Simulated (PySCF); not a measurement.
C3H6BFO, SMILES FCB1CCO1.

The structure is a stationary point at PBE0-D3(BJ)/def2-SVP. The structure was generated by enumeration, and PubChem lists no compound with its InChIKey, so it may never have been made. Other conformers were not sampled.

Method: r2SCAN/def2-TZVP run with PySCF.

Isolated molecule, no solvent.

Problem. Estimate the frontier levels, gap, dipole moment and polarisability. (An estimate is asked for; the answer gives what the named calculation found.)

Solution. 
```yaml
highest_occupied_level: -7.06 eV
lowest_empty_level: -0.59 eV
orbital_gap: 6.47 eV
dipole_moment: 1.53 D
quadrupole, principal values (traceless, Buckingham form, about the centre of nuclear charge): -9.05, 3.87, 5.18 D·Å
mean_static_polarisability: 51.0 bohr³ (7.56 Å³)
polarisability_principal_values: 42.9, 49.8, 60.3 bohr³
```
